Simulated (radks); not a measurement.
Dispersion coefficients C6 (hartree bohr^6) between ground-configuration atoms and ions, from the Casimir-Polder integral (3/pi) of alpha_A(iw) alpha_B(iw). Method: non-relativistic Kohn-Sham, exchange-only LDA, spin-unpolarised, spherical densities, point nucleus; computed with a radial shooting solver on a logarithmic mesh with Libxc functionals. Response by self-consistent Sternheimer equations with the Hartree and adiabatic exchange-only LDA kernel.

\begin{tabular}{lrrrrr}
C6 & Ca & Kr & Rb+ & Ge+ & Se \\ \hline
Ca & 2262 &  &  &  &  \\
Kr & 456.2 & 152.1 &  &  &  \\
Rb+ & 253.5 & 94.44 & 60.52 &  &  \\
Ge+ & 438.6 & 132.0 & 79.87 & 117.4 &  \\
Se & 662.2 & 197.2 & 118.9 & 175.6 & 263.0 \\
\end{tabular}

Static polarisabilities (bohr^3): Ca ([Ar] 4s2) 162.9, Kr ([Kr]) 19.23, Rb+ ([Kr]) 9.828, Ge+ ([Ar] 3d10 4s2 4p1) 20.03, Se ([Ar] 3d10 4s2 4p4) 30.69. The combination rule 2 Ca Cb / ((alpha_b/alpha_a) Ca + (alpha_a/alpha_b) Cb) gives 653.0 for Ca-Se, against 662.2 from the integral.
